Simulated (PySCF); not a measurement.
# Electric properties by functional and basis

Compound: H4OSeSi.
SMILES: `O[SiH2][SeH]`

PySCF, dipoles from the SCF density, polarisabilities from static response with core orbitals frozen. Isolated species at its PBE0-D3(BJ)/def2-SVP geometry (one conformer only). The LDA/def2-SVPD calculation is non-relativistic and has no spin–orbit coupling, an omission that weighs most on selenium.

How do dipole and polarisability depend on functional and basis here?

| level | μ (D) | α (au) | anisotropy (au) |
| --- | --- | --- | --- |
| LDA/def2-SVPD | 0.662 | 64.75 | 19.42 |
| PBE/def2-SVPD | 0.679 | 64.06 | 19.28 |
| B3LYP/def2-SVPD | 0.665 | 61.88 | 17.77 |
| PBE0/def2-SVPD | 0.659 | 61.20 | 17.50 |
| BHandHLYP/def2-SVPD | 0.647 | 59.19 | 16.15 |
| CAM-B3LYP/def2-SVPD | 0.649 | 60.68 | 16.84 |
| wB97X-D/def2-SVPD | 0.653 | 60.74 | 16.87 |
| LC-wPBE/def2-SVPD | 0.654 | 59.15 | 16.10 |
| HF/def2-SVPD | 0.655 | 56.65 | 14.20 |
| PBE0/6-31G* | 0.831 | 46.74 | 19.58 |
| PBE0/def2-SVP | 0.818 | 47.79 | 17.43 |
| PBE0/aug-cc-pVDZ | 0.649 | 61.29 | 18.18 |
| PBE0/def2-TZVP | 0.782 | 55.61 | 18.67 |
| PBE0/def2-TZVPD | 0.686 | 61.56 | 17.76 |
| PBE0/aug-cc-pVTZ | 0.671 | 61.76 | 17.93 |

The anisotropy is √(½[(α1 − α2)² + (α2 − α3)² + (α3 − α1)²]). The dipole runs from 0.65 D (BHandHLYP/def2-SVPD) to 0.83 D (PBE0/6-31G*). No reference polarisability is at hand; against PBE0 in the largest diffuse basis at hand (aug-cc-pVTZ) the other PBE0 rows deviate by 6-31G* -24%, def2-SVP -23%, def2-SVPD -1%, aug-cc-pVDZ -1%, def2-TZVP -10%, def2-TZVPD 0%. In one basis (def2-SVPD) the functionals order the polarisability from HF (lowest) to LDA (highest), a spread of 14%. With PBE0 the polarisability is 50.04 au without diffuse functions (mean of 6-31G*, def2-SVP and def2-TZVP) and 61.45 au with them (mean of def2-SVPD, aug-cc-pVDZ, def2-TZVPD and aug-cc-pVTZ).

Without π bonds the low states are Rydberg-like; a valence basis with one diffuse set may place them up to an eV too high.
